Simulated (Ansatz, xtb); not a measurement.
**Two isomers of H8SSi3**

Structure I: `[SiH3][SiH2][SiH2]S`, a singlet. Structure II: `[SiH3][SiH2]S[SiH3]`, a singlet. Both are isolated molecules in the gas phase, relaxed with r2SCAN-D4/def2-SVP; the shapes shown needn't be the lowest conformers.

I (Å):

```xyz
12

S     0.8766    0.2447    3.5804
Si    1.3698    0.4398   -0.4361
Si    1.2583    2.4804    0.7214
Si    1.8928    2.0453    2.9372
H     0.2471   -0.4446   -0.0042
H     1.2684    0.6624   -1.9114
H     2.6695   -0.2353   -0.1389
H     2.1358    3.5184    0.0916
H    -0.1520    2.9884    0.7106
H     1.6388    3.1956    3.8599
H     3.3400    1.6872    3.0096
H    -0.3615    0.6951    3.2720
```

II (Å):

```xyz
12

S     1.1358    0.5460    0.2602
Si   -1.3442   -2.1585   -0.0220
Si    0.9107   -1.5504   -0.2466
Si    0.6286    1.4036   -1.6495
H    -2.1915   -1.3050   -0.9082
H    -1.5575   -3.5945   -0.3846
H    -1.7579   -1.9471    1.3979
H     1.7654   -2.3098    0.7130
H     1.4107   -1.7923   -1.6374
H     0.5249    2.8723   -1.4277
H    -0.6734    0.8701   -2.1505
H     1.6828    1.1140   -2.6657
```

Problem. Estimate which is lower in electronic energy at CCSD(T)/def2-SVP + ΔMP2/def2-TZVPP, and by roughly how much.

Solution. The CCSD(T)/def2-SVP + ΔMP2/def2-TZVPP calculation puts structure II lower, by 0.553 eV.

How the difference moves with the method:

| level | geometry | E(II) − E(I) (eV) | departure from the last row (eV) | job, with rough time for the two |
| --- | --- | --- | --- | --- |
| r2SCAN-D4/def2-SVP | r2SCAN-D4/def2-SVP | −0.440 | +0.113 | optimisation, 64 s |
| HF/def2-SVP | r2SCAN-D4/def2-SVP | −0.582 | −0.029 | part of the CCSD(T) run |
| MP2/def2-SVP | r2SCAN-D4/def2-SVP | −0.529 | +0.024 | part of the CCSD(T) run |
| CCSD(T)/def2-SVP | r2SCAN-D4/def2-SVP | −0.463 | +0.090 | single point |
| CCSD(T)/def2-SVP + ΔMP2/def2-TZVPP | r2SCAN-D4/def2-SVP | −0.553 |  | single point, 17 s |

As drawn, II has 1 S–Si, 1 Si–H in place of 1 Si–Si, 1 S–H.

None of the levels shown reverses the order. The largest departure from CCSD(T)/def2-SVP + ΔMP2/def2-TZVPP is that of r2SCAN-D4/def2-SVP, 0.113 eV. Levels run at GFN2-xTB geometries aren't shown. The last row adds to CCSD(T) the change of the MP2 difference between the two basis sets, here −0.090 eV.

With harmonic frequencies from r2SCAN-D4/def2-SVP (ideal gas, rigid rotor, one conformer each, 298.15 K, 1 atm): on the last row, ΔE + ΔZPE = −0.536 eV. A mode under 50 cm⁻¹ makes harmonic enthalpies and free energies unreliable, so none is given.

The correlated steps freeze 20 core orbitals. Programs: Ansatz 0.2.0; the last row on 2 threads of Intel(R) Xeon(R) 6975P-C (Granite Rapids) on a shared host.
